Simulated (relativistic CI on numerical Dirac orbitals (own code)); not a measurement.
# Radial parameters of Ho⁶⁺

Calculated at this level of theory: Dirac-Coulomb-Breit CI, separate exchange-only KLI orbitals for each configuration, model QED (radiative potential, 1s self-energy scaled to tabulated hydrogen-like ionisation energies), unscaled Slater integrals (own radial code, finite nucleus).

Slater integrals F^k, G^k are unscaled and averaged over j, outside the closed core [Kr] 4d10; ζ comes from projecting the Hamiltonian with its Breit term on Σ l·s of the shell.

- 4f9 5s2 5p4: F^2(4f,4f) = 134860, F^4(4f,4f) = 85000, F^6(4f,4f) = 61260, ζ(4f) = 2251.9, F^2(5p,5p) = 79693, F^2(4f,5p) = 60750, G^2(4f,5p) = 28686, G^4(4f,5p) = 23002, ζ(5p) = 34887 cm⁻¹; <r>(4f) = 0.7218, <r^2>(4f) = 0.6464, <r>(5p) = 1.346, <r^2>(5p) = 2.031 (bohr units).
- 4f8 5s 5p6: F^2(4f,4f) = 140040, F^4(4f,4f) = 88530, F^6(4f,4f) = 63883, ζ(4f) = 2429.4, G^3(4f,5s) = 32553 cm⁻¹; <r>(4f) = 0.6997, <r^2>(4f) = 0.6026, <r>(5s) = 1.184, <r^2>(5s) = 1.566 (bohr units).

Averages of the first 2 configurations, taken without configuration mixing, which lowers the lowest level and can move excited configurations by several eV; other configurations of the list can lie among them:

```tsv
Configuration	Parity	States	Average energy above the lowest level (eV)
4f9 5s2 5p4	odd	30030	16.4
4f8 5s 5p6	even	6006	37.9
```
